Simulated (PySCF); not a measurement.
PySCF job for CH5O, SMILES C[OH2+], charge +1, PBE/pcSseg-2. Geometry: B3LYP-D3(BJ)/def2-TZVP. The isomer is the one that the SMILES or the coordinates give; other isomers of the formula were not compared.

```python
import numpy as np
from pyscf import gto, scf, dft
from pyscf.prop.nmr import rks as nmr

mol = gto.M(
    atom='''
    C    -0.79683406   -0.01800760    0.00000000
    O     0.71864554    0.08664375   -0.00000000
    H    -1.10432898    0.50540580    0.89846564
    H    -1.10432898    0.50540580   -0.89846565
    H    -1.06306645   -1.07013749    0.00000000
    H     1.15178225   -0.26288923    0.80224650
    H     1.15178225   -0.26288924   -0.80224649
    ''',
    basis='pcSseg-2',
    charge=1,
    spin=0,
    max_memory=1600,
    verbose=3,
)
mf = dft.RKS(mol, xc='pbe')
mf.grids.level = 3
mf.conv_tol = 1e-10
mf.max_cycle = 100
mf.kernel()
n = nmr.NMR(mf)
n.verbose = 2
n.max_cycle_cphf = 60
sigma = n.kernel()
print('atom   isotropic/ppm   span/ppm')
for i, s in enumerate(sigma):
    w = np.linalg.eigvalsh((s + s.T) / 2)
    print(f'{mol.atom_symbol(i):2s}{i + 1:3d} {w.mean():14.3f} {w[2] - w[0]:11.3f}')
```

It prints:

```
converged SCF energy = -115.930091505145
atom   isotropic/ppm   span/ppm
C   1         97.131     132.539
O   2        299.951      88.053
H   3         26.141       7.290
H   4         26.141       7.290
H   5         26.189       7.741
H   6         25.820      22.147
H   7         25.820      22.147
```

The calculation finished and met its thresholds.
